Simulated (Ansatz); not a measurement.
`S[Si](Cl)(Cl)Cl` + H₂Te → `Cl[Si](Cl)(Cl)[TeH]` + H₂S at 500 K and 1 bar (ligand exchange at the Si–S bond).

Program: Ansatz. Geometries: PBE0-D4/def2-TZVP. ΔE: electronic, gas phase. CBS: MP2 limit from def2 TZ/QZ plus the TZ coupled-cluster correction, frozen cores. This one scheme is used for every species. def2 core potentials past Kr. For Te outer-core shells are correlated without core-valence functions, which leaves a few kJ/mol of doubt a bond. One conformer a species, not always the lowest.

```json
{"species": "`S[Si](Cl)(Cl)Cl`", "CCSD(T)/CBS energy (Eh)": "-2066.97878", "H − E (kJ/mol)": "84.1", "S (J/(mol·K))": "421.9"}
{"species": "H₂Te", "CCSD(T)/CBS energy (Eh)": "-268.91024", "H − E (kJ/mol)": "48.9", "S (J/(mol·K))": "247.6"}
{"species": "`Cl[Si](Cl)(Cl)[TeH]`", "CCSD(T)/CBS energy (Eh)": "-1936.91665", "H − E (kJ/mol)": "79.6", "S (J/(mol·K))": "449.0"}
{"species": "H₂S", "CCSD(T)/CBS energy (Eh)": "-398.97279", "H − E (kJ/mol)": "57.0", "S (J/(mol·K))": "224.0"}
```

H − E and S are ideal-gas, rigid-rotor, harmonic terms from PBE0-D4/def2-TZVP, for one conformer and one mirror image of each species. 1 Eh = 2625.50 kJ/mol, R = 8.31446 J/(mol·K).

Q: By hand: ΔE, ΔH, ΔS and ΔG.

A: ΔE = (-1936.91665) + (-398.97279) − (-2066.97878) − (-268.91024) = -0.00042 Eh = -1.1 kJ/mol. Δ(H − E) = 79.6 + 57.0 − 84.1 − 48.9 = 3.6, so ΔH = 2.5 kJ/mol. ΔS = 449.0 + 224.0 − 421.9 − 247.6 = 3.5 J/(mol·K). ΔG = 2.5 − 500 × (3.5)/1000 = 0.8 kJ/mol.

Q: By hand: the equilibrium constant, and the temperature at which ΔG would vanish if ΔH and ΔS stayed fixed.

A: log₁₀ K = −ΔG/(RT ln 10) = -0.1. ΔG = 0 at ΔH/ΔS = 714 K, though so small a ΔH makes that figure unsure.

TΔS isn't small against ΔH here. The sign of ΔG lies within the doubt. A doubt of 5 kJ/mol in ΔE shifts log₁₀ K by 0.5 here. Other conformers and mirror images would add mixing entropy, several J/(mol·K) or more a flexible species. These are equilibria of isolated gas molecules and say nothing of rates. Largest T1 diagnostic: 0.010 (customary marks: 0.02 for closed shells, 0.045 for open ones).
